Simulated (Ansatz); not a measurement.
Consider the ligand exchange at the Si–Br bond: `CC[Si]Br` + H–F → `CC[Si]F` + HBr.

Program: Ansatz. Geometries: PBE0-D4/def2-TZVP. ΔE: electronic, gas phase. CCSD(T)/CBS adds triple-zeta CCSD(T) − MP2 to the extrapolated MP2 energy (def2 sets, frozen cores). This one scheme is used for every species. Functionals use def2-TZVPP. HSE06 is defined as in plane-wave codes. For Br outer-core shells are correlated without core-valence functions, which leaves a few kJ/mol of doubt a bond. Scalar relativity is left out up to krypton. Each species was taken in one conformer, which may not be the lowest.

`CC[Si]Br`:

Z-matrix (Å, degrees):
```
C
C 1 1.518
H 1 1.092 2 111.2
H 1 1.093 2 111.5 3 120.5
H 1 1.092 2 111.2 3 -119.0
Si 2 1.893 1 124.2 3 59.5
H 2 1.104 1 111.3 3 -177.4
H 2 1.104 1 111.2 3 -63.4
Br 6 2.262 2 102.0 1 -0.4
```

H–F:

Z-matrix (Å, degrees):
```
F
H 1 0.920
```

`CC[Si]F`:

Cartesian coordinates in Å:
```
C 0.023 0.459 -0.833
C -0.216 -0.693 0.135
Si -0.137 -0.378 1.998
F 0.701 1.009 2.016
H 0.970 0.959 -0.625
H 0.041 0.121 -1.872
H -0.762 1.215 -0.749
H 0.545 -1.483 -0.003
H -1.165 -1.209 -0.067
```

HBr:

Cartesian coordinates in Å:
```
Br -0.403 -0.107 0.575
H 0.403 0.107 -0.575
```

(1) Is it downhill or uphill in electronic energy at CCSD(T)/CBS, and by how much? (Estimate.)

(2) What do these levels give: r2SCANh-D4, BLYP, HSE06, BHLYP, LC-ωPBE, MP2/def2-QZVPP? (Best estimate.)

(3) What do rigid-rotor, harmonic-oscillator terms from PBE0-D4/def2-TZVP frequencies (298.15 K, 1 bar) make of the CCSD(T)/CBS value? (An estimate is asked.)

Largest T1 diagnostic among the species: 0.013.

Answers

(1) Computed: Downhill: ΔE = -0.26 eV.

(2) Computed: r2SCANh-D4 -0.28, BLYP -0.43, HSE06 -0.24, BHLYP -0.42, LC-ωPBE -0.40, MP2/def2-QZVPP -0.21 eV.

(3) Computed: ΔZPE = -0.06 eV, ΔH = -0.32 eV, ΔS = 3 J/(mol·K), ΔG = -0.33 eV. Modes under 50 cm⁻¹ make the entropy rough.

At CCSD(T), def2-SVP lies −0.11 eV from the extrapolated value and def2-TZVPP −0.06 eV. Leaving LDA and LC-ωPBE aside and taking each functional with its dispersion term where it has one, the values, not all of them listed here, spread over 0.25 eV, from CAM-B3LYP-D4 to revPBE-D4. In def2-TZVPP, CCSD(T) changes the Hartree–Fock value by +0.14 eV (the triples alone add +0.04 eV) and MP2 by +0.22 eV.
